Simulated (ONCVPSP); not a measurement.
u(r) = r·R(r): atom against pseudo-atom (Ta (Z = 73))

Columns: radius, all-electron u(r) and pseudo u(r) of the 5p shell (level -42.85 eV) of tantalum in the configuration [Kr] 4d10 4f14 5s2 5p6 5d3 6s1.5; PBE, scalar-relativistic, ONCV scheme, ONCVPSP 4.0.1.

```csv
r (bohr),all-electron,pseudo
0.113,0.2499,0.0264
0.225,0.0532,0.1015
0.338,-0.4739,0.2175
0.450,-0.4436,0.3588
0.563,-0.0782,0.5117
0.675,0.3327,0.6575
0.788,0.6639,0.7845
0.900,0.8778,0.8798
1.013,0.9892,0.9392
1.125,1.0203,0.9603
1.238,0.9960,0.9465
1.350,0.9371,0.9040
1.463,0.8583,0.8399
1.575,0.7717,0.7633
1.688,0.6830,0.6802
1.800,0.5984,0.5979
1.913,0.5191,0.5191
2.025,0.4478,0.4478
2.138,0.3836,0.3836
2.250,0.3275,0.3275
2.363,0.2782,0.2782
2.475,0.2359,0.2359
2.588,0.1992,0.1992
2.700,0.1681,0.1681
2.813,0.1414,0.1414
2.925,0.1188,0.1188
```

(1) How many radial nodes do the two functions have?

(2) At about which radius was the pseudo-wave matched?

(3) Is the pseudo-wave norm-conserving?

Answers

(1) The all-electron 5p function has n − l − 1 = 3 (the table is too coarse to show those close to the nucleus); the pseudo-wave has 0, since the states of the same l below it are removed with the core.

(2) 2.00 bohr, where the columns begin to agree (steps of 0.11 bohr).

(3) Yes: the ONCV scheme keeps the norm inside the radius equal to the all-electron one, which fixes the energy derivative of the logarithmic derivative at the level.
